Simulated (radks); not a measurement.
Effect of the nuclear size on neutral vanadium, [Ar] 3d3 4s2. Method: Dirac Kohn-Sham, PBE, spin-unpolarised, spherical densities, finite nucleus; open shells fill j = l - 1/2 first; Fermi nuclear charge, rms radius 3.6002 fm; computed with a radial shooting solver on a logarithmic mesh with Libxc functionals. The rms radius is varied about that value; shifts are against it.

| rms radius (fm) | total energy shift (eV) | density at nucleus (e/bohr^3) | 1s1/2 shift (meV) | 2s1/2 shift (meV) | 2p1/2 shift (meV) | 3s1/2 shift (meV) |
|---|---|---|---|---|---|---|
| 2.945 | -0.0198 | 9957 | -8.36 | -0.712 | 0.091 | -0.094 |
| 3.449 | -0.00490 | 9904 | -2.07 | -0.176 | 0.023 | -0.023 |
| 3.6002 | 0 | 9890 | 0.000 | 0.000 | 0.000 | 0.000 |
| 3.7262 | 0.00424 | 9879 | 1.79 | 0.153 | -0.020 | 0.020 |
| 4.3742 | 0.0283 | 9826 | 12.0 | 1.02 | -0.130 | 0.134 |

Slopes of the eigenvalues against <r^2> in GHz/fm^2, as finite differences over the two radii next to the reference (eigenvalue slopes, not the field-shift constants of lines): 1s1/2 470, 2s1/2 40.0, 2p1/2 -5.12, 3s1/2 5.28.
